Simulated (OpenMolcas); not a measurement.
An atom or ion with 26 electrons was computed by SS-RASPT2, IPEA 0.25 Eh, imaginary shift 0.1 Eh with spin-orbit coupling (OpenMolcas, ANO-RCC-VTZP, DKH2). The lowest levels that the run gave, each within 12 % of the measured value where one is at hand:

| J | Parity | E (cm-1) | g |
| --- | --- | --- | --- |
| 4 | even | 0.0 | 1.250 |
| 3 | even | 1949 | 1.084 |
| 2 | even | 3210 | 0.670 |
| 2 | even | 15770 | 1.062 |
| 2 | even | 19850 | 1.435 |
| 1 | even | 20260 | 1.501 |
| 0 | even | 20610 |  |
| 4 | even | 27040 | 1.000 |
| 0 | even | 61250 |  |
| 5 | even | 132210 | 1.400 |
| 4 | even | 133410 | 1.349 |

Question: Which ion is it, and what are the configurations and terms?

Answer: Cu3+ (Z = 29, charge +3; active space 8 electrons in 9 orbitals (RAS2 3d 4s; RAS3 4p, at most 2 electrons)). J, parity and g give the terms where levels are pure, and mixed ones are named by the computed weights; the size of the splittings, set against known spectra of the 26-electron sequence, gives the charge. In order, with the measured energies in cm-1 (Sugar and Musgrove, J. Phys. Chem. Ref. Data 19, 527 (1990)): 3d8 3F4, 3d8 3F3 (1861), 3d8 3F2 (3078), 3d8 1D2 (16248), 3d8 3P2 (19697), 3d8 3P1 (20097), 3d8 3P0 (20423), 3d8 1G4 (26913), 3d8 1S0 (61456), 3d7 4s 5F5 (119632), 3d7 4s 5F4 (120919).

CASPT2 breaks the degeneracy within a term, and the mean is taken; among the terms shown or strongly mixed into the levels shown the widest spread is 790 cm-1 (3d7 4s 5F). Some high roots are left out of the spin-orbit mixing, which shifts the levels that they would mix with. Terms from blocks run as CI alone lack orbitals of their own. A single d shell beside an s shell can misplace configurations of different d count against each other. Measured partners are found by configuration, term and J. A level has none where our copy of the source lacks it or the pairing is in doubt (some pairs that miss far off the trend of their configuration count as doubtful), and it then counts in no deviation. Levels of configurations outside the active space are missing.
